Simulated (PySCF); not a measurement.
A GIAO shielding run with PySCF 2.14 (density fitting, non-relativistic, gas phase) on `InChI=1S/C7H14.Al.H/c1-3-5-7-6-4-2;;/h7H,1,3-6H2,2H3;;`:

```
$ OMP_NUM_THREADS=1 python probes_run.py task.json out

{"job": {"kind": "nmr", "xc": "PBE0", "basis": "pcSseg-1"}, "charge": 0, "multiplicity": 1}
C     -3.550941     0.431996    -0.433894
C     -2.183976    -0.209658    -0.609143
C     -1.140701     0.298577     0.377129
C      0.229392    -0.350573     0.226344
C      1.269966     0.119773     1.260238
C      2.679377    -0.384258     0.916159
C      3.057851    -0.024709    -0.533809
Al     1.311767    -0.199376    -1.423277
H     -3.500484     1.523970    -0.574214
H     -3.950283     0.250561     0.576974
H     -4.282357     0.038156    -1.155903
H     -2.272541    -1.305986    -0.504220
H     -1.823555    -0.040487    -1.640364
H     -1.522171     0.144445     1.406299
H     -1.047734     1.395963     0.268760
H      0.104463    -1.448284     0.364272
H      0.991285    -0.189208     2.284623
H      1.283696     1.227145     1.276426
H      3.409578     0.003805     1.647560
H      2.692378    -1.483638     1.033646
H      3.909106    -0.609777    -0.915546
H      3.372422     1.036562    -0.590684
H      0.921863    -0.210271    -2.969511
```

Hardware: 1 thread of an Arm Neoverse N1, shared host. The job also computes population analyses, field gradients, ring-centre shieldings.

Question: How large is the calculation?

Answer: 70 electrons, 218 basis functions and 1148 auxiliary functions.

Question: How long does it take, and how much memory does it need?

Answer: 79 s of wall time, with 12 SCF cycles and 5 response iterations; peak memory 1 GiB. Times on a shared host scatter by some tens of per cent.
